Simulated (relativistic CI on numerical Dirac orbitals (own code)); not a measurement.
**d1 to d9 in one octahedral field**

Computed with a parametric ligand-field model without spin-orbit coupling, by exact diagonalisation: B = 430, C = 1740, 10Dq = 29800 cm⁻¹ (Oh; |10Dq|/B = 69.3) for every shell. Energies in cm⁻¹; the field energy is (0.6 n_e − 0.4 n_t2) × 10Dq of the ground term; g labels are left out. So small a B with so large a field is typical of 4d and 5d ions, where spin-orbit coupling, left out here, reaches 1,000 to 4,000 cm⁻¹.

```csv
Shell,Ground term,Electrons in e,Field energy,First spin-allowed bands,Lowest term of other spin
d1,2T2,0.000,-11920,2E 29800,
d2,3T1,0.006,-23668,"3T2 28707, 3T1 34063",1T2 6181
d3,4A2,0.000,-35760,"4T2 29800, 4T1 34706",2E 8701
d4,3T1,0.009,-47407,"3E 28024, 3T1 28449",1T2 5432
d5,2T2,0.018,-59064,"2A2 27340, 2T1 27495",4T1 21238
d6,1A1,0.014,-71109,"1T1 28438, 1T2 34769",3T1 24793
d7,?,?,?,?,?
d8,3A2,2.000,-35760,"3T2 29800, 3T1 34706",1E 6883
d9,2E,3.000,-17880,2T2 29800,
```

Problem. Fill in the row of d7.

Solution. Ground term: 2E; Electrons in e: 1.009; Field energy: -53380; First spin-allowed bands: 2T1 28345, 2T2 28795; Lowest term of other spin: 4T1 21237. Low spin: d4, d5, d6, d7; the other shells keep the spin of the free ion. Only d4 to d7 can choose; the field needed to pair spins is smallest for d6 and largest for d5, which loses most exchange energy. In the strong-field picture 10Dq must exceed about 6B + 5C = 11280 (d4), 7.5B + 5C = 11925 (d5), 2.5B + 4C = 8035 (d6) and 4B + 4C = 8680 (d7); mixing of terms shifts these bounds somewhat.
